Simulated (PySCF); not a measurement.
Excitations are Tamm–Dancoff values on a coarser integration grid. The basis has no diffuse functions, so Rydberg states are missing or too high.

Species: H₄GeO, SMILES `[OH][GeH3]` (charge 0, multiplicity 1).

### Question
Estimate the S1–T1 gap (TDA), LUMO and brightest of the four lowest singlets (TDA) that ωB97X-D3(BJ)/def2-TZVP // PBE0-D3(BJ)/def2-TZVP in PySCF 2.14.0 returns for this input.

### Answer

| Quantity | Value |
|---|---|
| S1–T1 gap (TDA) | 0.45 eV |
| LUMO | 2.10 eV |
| brightest of the four lowest singlets (TDA) | 9.12 eV |
